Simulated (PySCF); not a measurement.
Field gradients from PBE0/pcSseg-1 densities (PySCF, non-relativistic) at PBE0-D3(BJ)/def2-SVP geometries, isolated species, one conformer each; χzz is the principal value of largest magnitude, with Q(14N) = 0.02044 b. These gradients aren't converged with respect to the basis.

Question: Rank these 14N sites by the size of the quadrupole coupling, smallest first.
A. The pyrrole-type nitrogen of `CC(=O)O[SiH2]n1cccc1`
B. The silicon-bound nitrogen of `BP[SiH2]N(C)C`
C. The tertiary amine nitrogen of `C=CCN(C)C1CC1`

Answer: A (2.205 MHz), B (5.488 MHz), C (6.172 MHz).

All sites together:

| nucleus | site | Vzz (au) | η | χzz (MHz) |
| --- | --- | --- | --- | --- |
| 14N | the pyrrole-type nitrogen of CC(=O)O[SiH2]n1cccc1 | -0.459 | 0.63 | -2.205 |
| 14N | the silicon-bound nitrogen of BP[SiH2]N(C)C | -1.143 | 0.31 | -5.488 |
| 14N | the tertiary amine nitrogen of C=CCN(C)C1CC1 | -1.285 | 0.02 | -6.172 |
